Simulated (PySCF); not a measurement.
# Energy of Ir- (iridium, charge -1) between two integer charges

The 5d beta orbital of [Xe] 4f14 5d8 6s2 is emptied in steps (occupation f), with all orbitals relaxed, ending at [Xe] 4f14 5d7 6s2. All numbers are calculated (PySCF 2.14, a scalar-relativistic core potential, in aug-cc-pVDZ-PP with ECP60MDF (5s5p4d2f, 54 functions)). The exact energy is a straight line in f; departures are measured from the line between the end points of the same method.

| f | r2SCAN0 (eV) |
| --- | --- |
| 1 | 0.000 |
| 0.9 | -0.173 |
| 0.7 | -0.419 |
| 0.5 | -0.514 |
| 0.3 | -0.443 |
| 0.1 | -0.194 |
| 0 | 0.000 |

Q: For r2SCAN0, how does the orbital energy at f = 1 compare with the removal energy?

A: −ε = -0.110 eV against a total-energy difference of 1.770 eV. By Janak's theorem ε = ∂E/∂f, so the gap between them reflects the curvature. Along the path −ε is 0.197 (f = 0.9), 0.900 (f = 0.7), 1.702 (f = 0.5), 2.565 (f = 0.3), 3.473 (f = 0.1) eV.

At f = 1 the orbital energy is positive for r2SCAN0: only the finite basis holds the electron.

Reference removal energy between the ground levels: 1.564 eV (measured; photodetachment measurements, as compiled on the Wikipedia data page of electron affinities). The calculation has no spin-orbit coupling. The determinant left behind need not be the lowest term of the ion.
